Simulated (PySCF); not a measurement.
Compound: C4H12Si3.
Geometry (GFN2-xTB, Å), atoms numbered from 1 in this order:
```xyz
19
C4H12Si3 angstrom
Si    -0.052    1.709   -1.063
C     -0.383    0.138   -0.019
Si    -1.121   -1.239   -1.128
Si    -1.510    0.508    1.478
C      0.907   -0.342    0.454
C      1.750   -0.689    1.384
C      2.263   -0.787   -0.024
H      0.570    2.730   -0.217
H      0.852    1.392   -2.170
H     -1.321    2.213   -1.589
H     -0.209   -1.536   -2.233
H     -1.312   -2.451   -0.327
H     -2.410   -0.794   -1.660
H     -1.703   -0.713    2.263
H     -2.806    0.996    1.000
H     -0.886    1.525    2.327
H      2.011   -0.835    2.402
H      2.974   -0.052   -0.393
H      2.377   -1.762   -0.492
```

The calculation used TDDFT CAM-B3LYP/def2-SVPD, vertical, gas phase, core orbitals frozen in the response (PySCF).

Ground-to-excited transition dipoles (e·a0, same axes as the geometry; the sign carries no meaning), for the states with f of 0.002 or more among the lowest 8:

| state | E (hartree) | μx | μy | μz |
| --- | --- | --- | --- | --- |
| S1 | 0.2181 | -0.860 | 0.326 | -0.647 |
| S3 | 0.2330 | -0.053 | -0.153 | -0.013 |
| S5 | 0.2550 | -0.169 | -0.493 | -0.019 |
| S7 | 0.2619 | 0.072 | 0.208 | -0.001 |
| S8 | 0.2641 | -0.133 | 0.035 | -0.452 |

Question: Work out the oscillator strengths.

Answer: f = (2/3) ΔE |μ|² with ΔE in hartree (27.2114 eV).

```csv
state,|μ|² (au),|μ| (D),f
S1,1.264,2.86,0.184
S3,0.026,0.41,0.004
S5,0.272,1.33,0.046
S7,0.049,0.56,0.008
S8,0.224,1.20,0.039
```

Question: Which bond between heavy atoms lies closest to the direction of the S1 transition dipole?

Answer: C5–C6, at 10° from it; next C2–C5 at 16°.

Question: What angle do the transition dipoles of S1 and S5 make?

Answer: |cos θ| = |μa·μb| / (|μa| |μb|) = 0.01, so θ ≈ 90° (taken between 0 and 90°, since the signs are arbitrary).

Question: How is the summed strength of these states shared among x, y and z?

Answer: (2/3) Σ ΔE μα² gives 0.117 for x, 0.068 for y and 0.097 for z, 0.282 in all.

Question: What peak molar absorption coefficient would the strongest computed level give as a lone Gaussian band 0.3 eV wide at half height?

Answer: ε(max) = 2.175×10⁸ f / FWHM, with the width in cm⁻¹. S1: 2.175×10⁸ × 0.1838 / 2420 ≈ 17000 L mol⁻¹ cm⁻¹.
